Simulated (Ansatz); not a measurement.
Ansatz (a first-principles code) input file for BH2O3, SMILES [O-]B(O)O, charge -1, PBE-D3(BJ)/def2-SVPD. 

Ansatz 0.2 input:
```yaml
crystal:
  periodic: [false, false, false]
  atoms:
    - {symbol: O, position_ang: [-0.00000000, 1.17154618, -0.72413609]}
    - {symbol: B, position_ang: [-0.00000000, 0.00000000, 0.10833356]}
    - {symbol: O, position_ang: [0.00000000, -1.17154618, -0.72413609]}
    - {symbol: O, position_ang: [-0.00000000, 0.00000000, 1.40701286]}
    - {symbol: H, position_ang: [0.00000001, 1.90862651, -0.10579663]}
    - {symbol: H, position_ang: [-0.00000001, -1.90862652, -0.10579663]}
basis:
  gaussian:
    orbitals: def2-SVPD
hamiltonian:
  xc: pbe
  dispersion: d3bj
total_charge: -1
relax: {f_tol: 0.002, max_steps: 200}
```

Program output:

```
WARN ansatz: RAYON_NUM_THREADS=1 ignored (pool sized by the plan → 1); use --threads N
Functional definition: PBE
integrals: 0.03 GiB planned
842 factors; their error is unknown
mean field: 0.26 GiB planned
mean field evaluation 1: about -6838.5365 eV, gradient 5.0e1 eV
mean field evaluation 2: about -6772.5864 eV, gradient 1.5e2 eV
mean field evaluation 4: about -6842.8657 eV, gradient 8.5e0 eV
mean field evaluation 8: about -6843.0639 eV, gradient 1.2e-1 eV
mean field evaluation 16: about -6843.0304 eV, gradient 2.0e-4 eV
mean field -6843.03043249 eV, -251.4767300214 hartree, gradient 1.0e-5 eV, S^2 0.000000; 0 other end points of the search recorded, 0 dependent functions left out
the calculation of the forces begins
reference -6843.03047178 eV, -251.4767314653 hartree; 16, 16 occupied and 89, 89 virtual orbitals, 842 factors
relax step   1: F+E_penalty+E_count = -6843.10048756 eV  Δ(F+E_penalty+E_count) = +0.000e0 eV  max|allowed force component| = 6.730e-1 eV/Å  Δτ_max = 0.0000 Å  (30 SCF iters, accepted)
these checks for a lower state are left out or cut short: starts, cluster_reference, orbital_swaps, neighbouring_geometries, increment
integrals: 0.03 GiB planned
842 factors; their error is unknown
mean field: 0.26 GiB planned
mean field -6843.04036616 eV, -251.4770950770 hartree, gradient 8.5e-6 eV, S^2 0.000000; 0 other end points of the search recorded, 0 dependent functions left out
the calculation of the forces begins
reference -6843.04040540 eV, -251.4770965191 hartree; 16, 16 occupied and 89, 89 virtual orbitals, 842 factors
relax step   2: F+E_penalty+E_count = -6843.11032585 eV  Δ(F+E_penalty+E_count) = -9.838e-3 eV  max|allowed force component| = 2.265e-1 eV/Å  Δτ_max = 0.0076 Å  (33 SCF iters, accepted)
these checks for a lower state are left out or cut short: starts, cluster_reference, orbital_swaps, neighbouring_geometries, increment
integrals: 0.03 GiB planned
842 factors; their error is unknown
mean field: 0.26 GiB planned
mean field evaluation 32: about -6843.0424 eV, gradient 7.5e-4 eV
mean field -6843.04238999 eV, -251.4771694515 hartree, gradient 8.8e-6 eV, S^2 0.000000; 0 other end points of the search recorded, 0 dependent functions left out
the calculation of the forces begins
reference -6843.04242922 eV, -251.4771708930 hartree; 16, 16 occupied and 89, 89 virtual orbitals, 842 factors
relax step   3: F+E_penalty+E_count = -6843.11231266 eV  Δ(F+E_penalty+E_count) = -1.987e-3 eV  max|allowed force component| = 5.729e-2 eV/Å  Δτ_max = 0.0054 Å  (33 SCF iters, accepted)
these checks for a lower state are left out or cut short: starts, cluster_reference, orbital_swaps, neighbouring_geometries, increment
integrals: 0.03 GiB planned
842 factors; their error is unknown
mean field: 0.26 GiB planned
mean field -6843.04252233 eV, -251.4771743147 hartree, gradient 8.8e-6 eV, S^2 0.000000; 0 other end points of the search recorded, 0 dependent functions left out
the calculation of the forces begins
reference -6843.04256158 eV, -251.4771757571 hartree; 16, 16 occupied and 89, 89 virtual orbitals, 842 factors
relax step   4: F+E_penalty+E_count = -6843.11245232 eV  Δ(F+E_penalty+E_count) = -1.397e-4 eV  max|allowed force component| = 6.569e-2 eV/Å  Δτ_max = 0.0020 Å  (33 SCF iters, accepted)
these checks for a lower state are left out or cut short: starts, cluster_reference, orbital_swaps, neighbouring_geometries, increment
integrals: 0.03 GiB planned
842 factors; their error is unknown
mean field: 0.26 GiB planned
mean field -6843.04266907 eV, -251.4771797075 hartree, gradient 8.9e-6 eV, S^2 0.000000; 0 other end points of the search recorded, 0 dependent functions left out
the calculation of the forces begins
reference -6843.04270827 eV, -251.4771811481 hartree; 16, 16 occupied and 89, 89 virtual orbitals, 842 factors
relax step   5: F+E_penalty+E_count = -6843.11264651 eV  Δ(F+E_penalty+E_count) = -1.942e-4 eV  max|allowed force component| = 1.648e-2 eV/Å  Δτ_max = 0.0081 Å  (32 SCF iters, accepted)
these checks for a lower state are left out or cut short: starts, cluster_reference, orbital_swaps, neighbouring_geometries, increment
integrals: 0.03 GiB planned
842 factors; their error is unknown
mean field: 0.26 GiB planned
mean field -6843.04268980 eV, -251.4771804693 hartree, gradient 1.9e-5 eV, S^2 0.000000; 0 other end points of the search recorded, 0 dependent functions left out
the calculation of the forces begins
reference -6843.04272901 eV, -251.4771819102 hartree; 16, 16 occupied and 89, 89 virtual orbitals, 842 factors
relax step   6: F+E_penalty+E_count = -6843.11265648 eV  Δ(F+E_penalty+E_count) = -9.967e-6 eV  max|allowed force component| = 1.258e-3 eV/Å  Δτ_max = 0.0011 Å  (23 SCF iters, accepted)
integrals: 0.03 GiB planned
842 factors; their error is unknown
mean field: 0.26 GiB planned
mean field evaluation 64: about -6842.8712 eV, gradient 8.6e0 eV
mean field -6843.04268980 eV, -251.4771804693 hartree, gradient 1.9e-5 eV, S^2 0.000000; 1 other end points of the search recorded, 0 dependent functions left out
the calculation of the forces begins
reference -6843.04272901 eV, -251.4771819102 hartree; 16, 16 occupied and 89, 89 virtual orbitals, 842 factors
Total energy: -6843.11269569 eV, -251.4797531381 hartree
Atom 0 at     0.000000     1.179014    -0.736840 Å, force    -0.000000    -0.001258    -0.000572 eV/Å
Atom 1 at     0.000000     0.000000     0.102202 Å, force     0.000000    -0.000000     0.000603 eV/Å
Atom 2 at    -0.000000    -1.179014    -0.736840 Å, force     0.000000     0.001258    -0.000572 eV/Å
Atom 3 at     0.000000     0.000000     1.411792 Å, force    -0.000000    -0.000000     0.000388 eV/Å
Atom 4 at     0.000000     1.905763    -0.092417 Å, force     0.000000    -0.000408     0.000076 eV/Å
Atom 5 at    -0.000000    -1.905763    -0.092417 Å, force    -0.000000     0.000408     0.000076 eV/Å
Dipole moment:     0.000000     0.000000    -0.293095 e Å
```

The run converged.

Cost: roughly 9 core-seconds.
